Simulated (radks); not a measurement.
The numbers below are computed, except where a source is named.
How relativity changes the ionisation of the thulium ion Tm+ ([Xe] 4f13 6s1) to Tm2+ ([Xe] 4f13). Spin-unpolarised spherical Kohn-Sham, PBE, point nucleus unless stated (finite: rms radius 5.2256 fm), a radial shooting solver on a logarithmic mesh with Libxc functionals. A level marked "c x" has the speed of light scaled by that factor and shares open shells by 2j + 1; other Dirac levels either fill j = l - 1/2 first or share by 2j + 1.

| level | E(Tm+) (hartree) | E(Tm2+) (hartree) | IE (eV) | HOMO | <r> HOMO (bohr) |
|---|---|---|---|---|---|
| non-rel. | -12943.6904 | -12943.2801 | 11.166 | 6s | 3.860 |
| scalar-rel. | -13567.2321 | -13566.7875 | 12.099 | 6s | 3.585 |
| scalar-rel., finite nucleus | -13565.7690 | -13565.3245 | 12.097 | 6s | 3.586 |
| Dirac, 2j+1 shares | -13581.9257 | -13581.4810 | 12.101 | 6s1/2 | 3.587 |
| Dirac, low j first | -13581.9445 | -13581.4999 | 12.100 | 6s1/2 | 3.587 |
| Dirac, 2j+1 shares, finite nucleus | -13580.4516 | -13580.0070 | 12.099 | 6s1/2 | 3.587 |
| Dirac, c x 0.75 | -14232.9524 | -14232.4644 | 13.279 | 4f7/2 | 0.8788 |
| Dirac, c x 0.85 | -13881.1999 | -13880.7364 | 12.612 | 4f7/2 | 0.8440 |
| Dirac, c x 100 | -12943.7464 | -12943.3361 | 11.166 | 6s1/2 | 3.860 |

NIST Atomic Spectra Database: 12.07 eV (semi-empirical). The relativistic part of the total energy of Tm+ is -636.8 hartree (Dirac, 2j+1 shares, finite nucleus), 4.9 % of the non-relativistic value. Spin polarisation and multiplet splitting of open shells are left out at every level.

Beside tabulated values, note that relativity, absent from the non-relativistic runs, is large for the heavy elements, and spin-unpolarised runs miss the spin-polarisation part of the exchange energy of open shells.
